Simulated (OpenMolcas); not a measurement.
A calculation on Mo⁺.

```json
{"Program": "OpenMolcas", "Method": "CASSCF", "Basis": "ANO-RCC-VQZP [8s7p5d3f2g1h]", "Scalar Hamiltonian": "DKH2, point nucleus", "Active space": "5 electrons in 11 orbitals (4d 5s 5d)", "State averaging": "2S+1 = 6 even, 6 roots; 2S+1 = 4 even, 17 roots kept (CI in the orbitals of an earlier block)", "Spin-orbit coupling": "state interaction with AMFI integrals over the reference wave functions, term energies averaged over their components"}
```

Task: Which level of the active space comes out lowest?

Result: 4d⁵ ⁶S_5/2, with 100 % of that term; it is also the measured ground level.

Task: How high does 4d⁴ 5s ⁶D_9/2 lie?

Result: 13870 cm⁻¹ above the lowest level; measured 13461 cm⁻¹ above the ground level, so the calculation is off by +3 %.

Task: How high does 4d⁴ 5s ⁶D_7/2 lie?

Result: 13254 cm⁻¹ above the lowest level; measured 12900 cm⁻¹ above the ground level, so the calculation is off by +3 %.

Task: How high does 4d⁴ 5s ⁶D_3/2 lie?

Result: 12410 cm⁻¹ above the lowest level; measured 12034 cm⁻¹ above the ground level, so the calculation is off by +3 %.

Task: The level at 19636 cm⁻¹ has J = 3/2. What is it made of, and what is its g factor?

Result: 52 % 4d⁵ ⁴P_3/2, 48 % 4d⁵ ⁴D; g = 1.478, against 1.735 from Landé's formula for the pure leading term.

Measured values: NIST Handbook of Basic Atomic Spectroscopic Data.

Without dynamic correlation excited terms often stand tens of per cent too high (terms of higher spin than the ground term too low), and those without a measured partner can miss by more than the paired ones. Terms from blocks run as CI alone lack orbitals of their own. Active for correlation alone: 5d; no level in the range computed is led by a configuration that fills it, so any true level of that kind is missing. Measured partners are found by configuration, term and J. A level has none where our copy of the source lacks it or the pairing is in doubt (some pairs that miss far off the trend of their configuration count as doubtful), and it then counts in no deviation. Only configurations of the active space appear.
